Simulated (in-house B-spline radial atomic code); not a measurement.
**Binding energies in the fluorine ion F⁴⁺**

NIST's tabulated ground configuration is [He] 2s2 2p1; each binding energy is the energy of the ion with one electron taken from that subshell, relaxed, less that of the parent. Computed with an all-electron radial atomic-structure program (B-spline basis): Dirac-Hartree-Fock, average of configuration, Fermi nucleus of rms radius 2.8976 fm. Energies include first-order Breit, QED and recoil terms.

| subshell | X-ray name | binding energy (eV) | -ε (eV) | relaxation (eV) |
| --- | --- | --- | --- | --- |
| 1s | K | 825 | 832.9 | 7.5 |
| 2s | L1 | 126.5 | 127.2 | 0.6 |
| 2p | L2,3 | 114.1 | 114.7 | 0.6 |

Relaxation = -ε minus the binding energy without Breit, QED and recoil terms.

What does it cost to remove both a 1s and a 2p electron?

982.38 eV, which is 43.29 eV more than the two single binding energies together.

What does it cost to remove both a 2s and a 2p electron?

268.1 eV, which is 27.49 eV more than the two single binding energies together.

What does it cost to remove two 1s electrons?

1787.2 eV, which is 137.2 eV more than the two single binding energies together.
